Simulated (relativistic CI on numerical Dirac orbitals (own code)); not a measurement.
# Kr25+: computed level list

Calculated at this level of theory: Dirac-Coulomb-Breit CI, orbitals from a KLI potential per configuration, model QED, unscaled Slater integrals (own radial code, finite nucleus).

Configuration list (outside the closed core [Ne]): 3s, 3p, 3d, 4s, 4p, 4d, 4f, 5s, 5p, 5d, 5f, 5g, 6s, 6p, 6d, 7s, 7p. Levels of other configurations are missing.

The lowest level is 3s ²S1/2, with 100 % of that term; Hund's rules for 3s give ²S with J = 1/2, in agreement.

```
No.  Configuration  Term    J   E (eV)    %  Next component (%)  Lifetime (s)
  1             3s    ²S  1/2     0.00  100                                  
  2             3p   ²P°  1/2    56.46  100                          8.43e-11
  3             3p   ²P°  3/2    69.37  100                          4.47e-11
  4             3d    ²D  3/2   144.53  100                          2.61e-11
  5             3d    ²D  5/2   146.95  100                          3.56e-11
  6             4s    ²S  1/2   556.71  100                          5.74e-13
  7             4p   ²P°  1/2   579.71  100                          5.43e-13
  8             4p   ²P°  3/2   584.86  100                          6.03e-13
  9             4d    ²D  3/2   612.92  100                          3.21e-13
 10             4d    ²D  5/2   614.00  100                          3.17e-13
 11             4f   ²F°  5/2   627.75  100                          1.46e-13
 12             4f   ²F°  7/2   628.17  100                          1.46e-13
 13             5s    ²S  1/2   800.17  100                          7.15e-13
 14             5p   ²P°  1/2   811.66  100                          6.66e-13
 15             5p   ²P°  3/2   814.23  100                          7.29e-13
 16             5d    ²D  3/2   827.87  100                          4.24e-13
 17             5d    ²D  5/2   828.43  100                          4.22e-13
 18             5f   ²F°  5/2   835.27  100                          2.70e-13
 19             5f   ²F°  7/2   835.49  100                          2.72e-13
 20             5g    ²G  7/2   836.26  100                          5.09e-13
 21             5g    ²G  9/2   836.39  100                          5.10e-13
 22             6s    ²S  1/2   928.22  100                          9.99e-13
 23             6p   ²P°  1/2   934.76  100                          9.22e-13
 24             6p   ²P°  3/2   936.22  100                          1.00e-12
 25             6d    ²D  3/2   943.89  100                          6.17e-13
 26             6d    ²D  5/2   944.22  100                          6.16e-13
 27             7s    ²S  1/2  1003.81  100                          1.38e-12
 28             7p   ²P°  1/2  1007.87  100                          1.32e-12
 29             7p   ²P°  3/2  1008.78  100                          1.42e-12
```

Energies count from the lowest computed level; ° marks odd parity; lifetimes are radiative, by E1, M1, E2, M2 decay to levels of this space only.

The mean weight of the leading LS term, summed over parents, in these 29 levels is 100 %, and that of the leading jj configuration (from the same eigenvectors) 100 %.

At this charge energies of transitions that change n are usually good to better than 1 %, and those within a shell (Δn = 0) to a few per cent.
